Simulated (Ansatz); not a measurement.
System: C6H6N, charge 0, multiplicity 2. It need not be the lowest isomer of its formula. SMILES: Cc1ccc[c]n1
Coordinates optimised at B3LYP-D3(BJ)/def2-TZVP (Ansatz, an electronic-structure program):
```xyz
13

C     -2.3216     0.3709     0.1879
C     -0.8494     0.1328     0.0710
C     -0.0066     0.9190    -0.7053
C      1.3569     0.6301    -0.7610
C      1.8684    -0.4420    -0.0409
C      0.9274    -1.1490     0.6945
N     -0.3237    -0.9040     0.7611
H     -2.8741    -0.5102    -0.1442
H     -2.6357     1.2276    -0.4068
H     -2.5940     0.5467     1.2303
H     -0.4125     1.7522    -1.2632
H      2.0150     1.2427    -1.3661
H      2.9167    -0.7015    -0.0549
```
Charge 0, spin multiplicity 2.

Property: atomisation energy (electronic, to ground-state atoms), in kcal/mol. Cores are frozen in the correlated levels unless marked. Open shells are spin-unrestricted. No spin-orbit coupling. No relativistic terms. The coupled-cluster limit lacks core correlation, which all-electron functionals hold. CBS(X,Y): correlation extrapolated as X^-3; Hartree-Fock from the larger set. The bracket is a focal-point correction in the basis named.

```csv
level,program,atomisation energy (kcal/mol),minus last row
BLYP-D4/def2-TZVPD,Ansatz + dftd4,1437.8,21.4
BLYP/def2-TZVPD,Ansatz,1420.6,4.2
revPBE-D3(BJ)/def2-TZVPD,Ansatz + dftd3,1442.4,26.0
B3LYP/def2-TZVPD,Ansatz,1419.7,3.3
PBE0-D4/def2-TZVPD,Ansatz + dftd4,1452.3,35.9
PBE0/def2-QZVPP,Ansatz,1446.9,30.5
BHLYP-D4/def2-TZVPD,Ansatz + dftd4,1379.5,-36.9
r2SCANh-D4/def2-TZVPD,Ansatz + dftd4,1427.2,10.8
r2SCANh/def2-TZVPD,Ansatz,1425.2,8.8
CAM-B3LYP/def2-TZVPD,Ansatz,1427.3,10.9
B2PLYP-D3(BJ)/def2-TZVPD,Ansatz + dftd3,1419.9,3.5
MP2/6-31G*,Ansatz,1322.4,-94.0
MP2/cc-pVQZ,Ansatz,1419.7,3.3
RI-MP2/cc-pVQZ,Ansatz,1419.5,3.1
"RI-MP2/CBS(cc-pVTZ,cc-pVQZ)",Ansatz,1434.3,17.9
CCSD/cc-pVQZ,Ansatz,1370.5,-45.9
CCSD(T)/6-31G*,Ansatz,1310.8,-105.6
CCSD(T)/cc-pVTZ,Ansatz,1378.9,-37.5
"RI-MP2/CBS(cc-pVTZ,cc-pVQZ)+[CCSD(T)-MP2]/cc-pVDZ",Ansatz,1415.5,-0.9
"RI-MP2/CBS(cc-pVTZ,cc-pVQZ)+[CCSD(T)-MP2]/cc-pVTZ",Ansatz,1416.1,-0.3
"CCSD(T)/CBS(cc-pVTZ,cc-pVQZ)",Ansatz,1416.4,0.0
```

The UHF reference is spin-contaminated (<S^2> 0.51 over the pure value in the largest basis).
